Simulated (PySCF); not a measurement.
**Working with the constants of PPb**

PBE0 constants of PPb, ²Π (doublet), unpaired electrons π ↑ (P def2-SVP, Pb def2-SVP with ECP60; scalar-relativistic core potentials (PySCF 2.14); masses 30.9738 and 207.9766 u):

```
ωe              : 367.5 cm⁻¹
ωexe            : 2.07 cm⁻¹
Be              : 0.10569 cm⁻¹
αe              : 0.000507 cm⁻¹
D (centrifugal) : 3.5e-08 cm⁻¹
De to P + Pb    : 2.45 eV
```

Problem. Give the vibrational terms G(v) and spacings up to v = 3.

Solution. G(v) = ωe(v+½) − ωexe(v+½)².

```json
{"v": "0", "G(v) (cm⁻¹)": "183", "G(v) − G(v−1)": "", "Bv (cm⁻¹)": "0.1054"}
{"v": "1", "G(v) (cm⁻¹)": "547", "G(v) − G(v−1)": "363", "Bv (cm⁻¹)": "0.1049"}
{"v": "2", "G(v) (cm⁻¹)": "906", "G(v) − G(v−1)": "359", "Bv (cm⁻¹)": "0.1044"}
{"v": "3", "G(v) (cm⁻¹)": "1261", "G(v) − G(v−1)": "355", "Bv (cm⁻¹)": "0.1039"}
```

Problem. How well does the Morse estimate ωe²/(4ωexe) reproduce De, and what is D0?

Solution. It gives 2.02 eV, 83 % of the computed De. D0 = De − G(0) = 2.45 − 0.02 = 2.43 eV.

These are scalar-relativistic numbers at best; spin–orbit coupling would shift them, the dissociation energy most. The state was picked by a PBE0 search and need not be the measured ground state.
